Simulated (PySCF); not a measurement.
H₃InS₂. Atoms are numbered in the order given.

```xyz
6

In     0.0000     0.0000    -0.5054
H      0.0000     0.0000    -2.2290
S      0.0000     2.0024     0.8569
H      0.0000     2.8324    -0.2134
S      0.0000    -2.0024     0.8569
H      0.0000    -2.8324    -0.2134
```

Geometry: B3LYP-D3(BJ)/def2-SVP. The def2 effective core potentials stand for the cores of In; spin–orbit coupling is left out. Other conformers were not sampled.

These are PySCF with M06-2X/def2-TZVPD values and carry that method's errors.

Mulliken values depend strongly on the basis, most of all with diffuse functions as here. ESP charges are fitted to the potential on shells at 1.4 to 2.0 van der Waals radii. Atomic charges (e):

```
atom  ESP fit  Mulliken
----  -------  --------
In1         …      0.92
H2          …     -0.12
S3          …     -0.58
H4          …      0.18
S5          …     -0.58
H6          …      0.18
```

**Question.** Fill in the missing entries. (An estimate is asked for; the answer gives what the named calculation found.)

**Answer.** 
- In1, ESP fit: 0.53
- H2, ESP fit: -0.14
- S3, ESP fit: -0.33
- H4, ESP fit: 0.13
- S5, ESP fit: -0.33
- H6, ESP fit: 0.13
